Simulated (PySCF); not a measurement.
Identify the unknown among the candidates.

All candidates are C5H3FOS.

- Rotational structure: rotational constants A, B, C: 3.689, 1.410, 1.020 GHz [GFN2-xTB]
- NMR, other nuclei: isotropic shieldings of nuclei other than C and H, by class: -87 (1 O), 146 (1 F), 245 (1 S) ppm [GIAO PBE0/pcSseg-1]
- 1H NMR: chemical shifts (computed TMS as zero) by class: 8.07 (1 H), 7.78 (1 H), 7.33 (1 H) ppm [GIAO PBE0/pcSseg-1]
- 13C NMR: chemical shifts (computed TMS as zero) by class: 159.9 (1 C), 147.8 (1 C), 143.8 (1 C), 137.9 (1 C), 132.5 (1 C) ppm [GIAO PBE0/pcSseg-1]
- Polarisability: 78.1 au [wB97X-D/def2-SVPD]
- Dipole: 4.58 D [wB97X-D/def2-SVPD]
- Triplet: lowest triplet excitation (Tamm–Dancoff): 3.35 eV [TDA wB97X-D/def2-SVPD]
- UV, first state: lowest singlet excitation: 5.00 eV (248 nm, f = 0.183) [TDDFT wB97X-D/def2-SVPD]

Electronic properties: PySCF, gas phase, density fitting. Levels stand in brackets. Geometry: GFN2-xTB, one conformer, isolated molecule. NMR classes are plain means over equivalent atoms (diastereotopic ones count apart unless rotation or inversion swaps them), as if these changed places fast.

Question: Which candidate is it?
A. `O=C(F)c1ccsc1`
B. `O=C(F)c1cccs1`
C. `O=c1ccscc1F`

Answer: B. It is `O=C(F)c1cccs1`. Numbering: `[O:1]=[C:2]([F:3])[c:4]1[cH:5][cH:6][cH:7][s:8]1`. Its formula, C5H3FOS, gives 4 degrees of unsaturation: 1 ring and 3 π bonds in the structure found (Kekulé form). 5 carbons fall into 5 classes; from least to most shielded: acyl halide carbon [C2] (159.9 ppm), aromatic CH next to a ring sulfur [C7] (147.8 ppm), aromatic CH carbon [C5] (143.8 ppm), substituted aromatic carbon [C4] (137.9 ppm), aromatic CH carbon [C6] (132.5 ppm). Hydrogen classes from least to most shielded: 1 H on an aromatic CH carbon, C5 (8.07 ppm), 1 H on an aromatic CH next to a ring sulfur, C7 (7.78 ppm), 1 H on an aromatic CH carbon, C6 (7.33 ppm). The other shieldings belong to: -87 ppm, carbonyl oxygen [O1]; 146 ppm, acyl fluorine [F3]; 245 ppm, thiophene-type sulfur [S8]. S1 is mainly HOMO→LUMO (weight 0.80); the largest Löwdin shares of the orbital it empties are 0.26 on the substituted aromatic carbon, 0.25 on the aromatic CH next to a ring sulfur, 0.17 on an aromatic CH carbon and 0.09 on an aromatic CH carbon, of the orbital it fills 0.16 on the aromatic CH next to a ring sulfur, 0.15 on the thiophene-type sulfur, 0.15 on an aromatic CH carbon and 0.15 on the acyl halide carbon. The optimised geometry has point group Cs and is an asymmetric top.

The others, at the same levels:
- `O=C(F)c1ccsc1` fails: its computed 13C shifts are 160.3 (1 C), 147.8 (1 C), 135.8 (1 C), 135.1 (1 C), 133.3 (1 C) ppm, rotational constant A is 4.425 GHz (against 3.689 GHz) and smallest rotational constant is 0.923 GHz (against 1.020 GHz).
- `O=c1ccscc1F` fails: its computed 13C shifts are 173.1 (1 C), 167.2 (1 C), 142.3 (1 C), 141.4 (1 C), 123.1 (1 C) ppm, 1H shifts are 7.42 (1 H), 7.26 (1 H), 7.18 (1 H) ppm and rotational constant A is 3.000 GHz (against 3.689 GHz).

Each candidate is one conformer, not necessarily the lowest. The conformers computed, where there is a choice (atom-mapped SMILES and torsion angles):
- `[O:1]=[C:2]([F:3])[c:4]1[cH:5][cH:6][cH:7][s:8]1`: O1–C2–C4–C5 180°
- `[O:1]=[C:2]([F:3])[c:4]1[cH:5][cH:6][s:7][cH:8]1`: O1–C2–C4–C5 0°
